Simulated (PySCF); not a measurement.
Compound: C8H20P (charge +1).
Atom-mapped SMILES: `[CH3:1][CH2:2][P+:3]([CH2:4][CH3:5])([CH2:6][CH3:7])[CH2:8][CH3:9]` (hydrogens: H10, H11, H12 on C1; H13, H14 on C2; H15, H16 on C4; H17, H18, H19 on C5; H20, H21 on C6; H22, H23, H24 on C7; H25, H26 on C8; H27, H28, H29 on C9)

Theory: PBE0-D3(BJ)/def2-SVP geometry optimisation, gas phase in PySCF.

Question: What internal coordinates does the optimisation give?

Answer: 
```
                    bond  length (Å)   order
  C1–C2 and 3 like bonds       1.523  single
  C2–P3 and 3 like bonds       1.812  single
C1–H10 and 11 like bonds       1.099  single
 C2–H13 and 7 like bonds       1.103  single
```

Bonds in one row agree within 0.01 Å and their mean is given. Orders are formal, as drawn. A selection of angles:
```
   angle  degrees
C1–C2–P3    114.5
C2–P3–C4    107.9
C2–P3–C6    110.2
```

Torsions: C1–C2–P3–C4 -179° (antiperiplanar); C2–P3–C4–C5 179° (antiperiplanar); C2–P3–C6–C7 61° (synclinal); C2–P3–C8–C9 -59° (synclinal). The mirror-image conformer, all signs reversed, is as good.

P3 (phosphonium phosphorus) is tetrahedral (angles from 107.9° to 110.3°). Of the pairs four or more bonds apart, H14···H22 is among the closest relative to their van der Waals radii: 2.50 Å, 104 % of the sum of Bondi's values. All 4 C–P bonds measure 1.812 to 1.813 Å. All 4 C–C bonds measure 1.523 Å.

Point group: near D2d, missed by 0.12 Å at most; the miss may be what the optimiser left on a soft mode (C2 holds within 0.08 Å). Stationary, but not proved a minimum.
